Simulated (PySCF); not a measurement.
C4H3F3O, SMILES FC1=CCC(F)(F)O1.

Coordinates come from a PBE0-D3(BJ)/def2-SVP optimisation. This is a generated structure with no PubChem entry under its InChIKey; it may be hypothetical. The values are those of a single conformer.

Vertical ionisation energy (IE) and electron affinity (EA) in eV. Rows of orbital energies are one-electron estimates. Where ΔSCF, EOM or ADC give a negative EA the extra electron is unbound and the value depends on the basis.

| level | IE | EA |
|---|---|---|
| −ε(HOMO), −ε(LUMO), ωB97X/def2-TZVP (PySCF) | 9.54 | -2.82 |
| −ε(HOMO), −ε(LUMO), PBE/def2-TZVP (PySCF) | 5.89 | 0.47 |
